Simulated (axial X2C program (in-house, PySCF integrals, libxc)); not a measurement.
**Nuclear properties of MgPb**

Calculated with an in-house all-electron X2C program for linear molecules (integrals from PySCF): two-component X2C with atomic mean-field Coulomb and Gaunt terms, Gaussian nuclei, basis Pb dyall-cv3z, Mg dyall-cv3z with contracted cores.

R = 3.041 Å (near the PBE0 minimum at charge 0 of the determinant lowest at the starting distance; the state shown can have its own minimum elsewhere).

Input and command:
```json
{"zs": [82, 12], "q": 0, "bas": ["dyall-cv3z", "dyall-cv3z"], "r0": 2.83, "levels": ["PBE0", "HF", "LDA", "PBE50", "TPSSh"], "nst": 3}
```
```bash
python soeom.py task.json out
```

Keys: zs atomic numbers; q charge; bas basis sets; r0 starting distance in Å; levels methods; nst determinants followed.

Determinant lowest in the PBE0 search, Ω = 0 (closed shell), highest spinor 67% Pb p, 19% Mg s, 11% Mg p:

```csv
level,qzz Pb (a.u.),qzz Mg (a.u.),μ (D)
PBE0,0.93,-0.08,0.81
HF,1.55,-0.06,0.36
LDA,0.77,-0.09,1.12
PBE50,1.23,-0.07,0.76
TPSSh,0.68,-0.09,0.72
```

qzz is the electric field gradient, eQq0 = 234.96 MHz × Q/barn × qzz; μ is positive if the Mg end (last atom) is positive. The operators were transformed with the bare-nucleus X2C matrices; with these basis sets, hyperfine constants and field gradients can be off by tens of per cent, and where levels differ in sign neither size nor sign is settled.

Q: With Q(25Mg) = 0.1994 barn (Q from Pyykkö, Mol. Phys. 2018), turn the PBE0 values of the first state into constants in MHz.

A: eQq0(25Mg) = 234.96 × (0.1994) × (-0.08) = -3.75 MHz.

Each state is one determinant with collinear spin. States lie within half an eV, so the first need not be the ground state. Further determinants of the search, some of them spin-mixed, are not shown. Where a field gradient or hyperfine factor spreads by more than a factor of two over the levels, a constant derived from it is not to be relied on.
